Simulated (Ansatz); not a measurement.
The cluster Rh4⁻. Charge -1, multiplicity 4. Geometry r2SCAN-D4/def2-SVPD; atoms count from 1.

```xyz
4

Rh    1.3218   -0.9269   -0.3223
Rh    0.4724    1.0755   -1.1537
Rh   -0.4698   -1.0758    1.1564
Rh   -1.3243    0.9272    0.3196
```

In the def2 sets Rh takes a core potential; there is no spin–orbit coupling. The charge -1 quartet is spin-contaminated (final ⟨S²⟩ up to 4.61, 3.75 for a pure state). The highest occupied level of the charge -1 quartet lies above zero (up to 0.14 eV). It is a level of β spin, whose loss leaves a quintet; that state wasn't run at this geometry and level. The electron is either unbound and held by the finite basis, or the level is raised by self-interaction error. The geometry of the quartet was relaxed on an unsound state (⟨S²⟩ 4.53, where a pure state has 3.75). Another isomer (doublet) lies 0.25 eV lower at PBE0-D4/def2-TZVPD.

(1) Estimate the Mulliken populations from the PBE0/def2-TZVPD orbitals of Ansatz.

(2) Where does the spin sit?

(3) And the Mayer bond orders between bonded heavy atoms (over 0.3)?

## Answers

(1) 
```tsv
atom	charge (e)	spin (α − β)	d electrons
Rh1	-0.20	1.13	8.23
Rh2	-0.30	0.44	8.31
Rh3	-0.28	0.74	8.32
Rh4	-0.23	0.68	8.27
```
Mulliken values and Mayer orders depend strongly on the basis. With diffuse functions, as here, like atoms can get unlike values, and bond orders can come out too low or too high.

(2) Summed by element: Rh 3.00, of 3 unpaired in all. Largest on single atoms: Rh1 1.13, Rh3 0.74, Rh4 0.68.

(3) Rh1–Rh2 1.38 (2.33 Å); Rh1–Rh3 1.33 (2.33 Å); Rh2–Rh4 1.44 (2.33 Å); Rh3–Rh4 1.42 (2.33 Å).
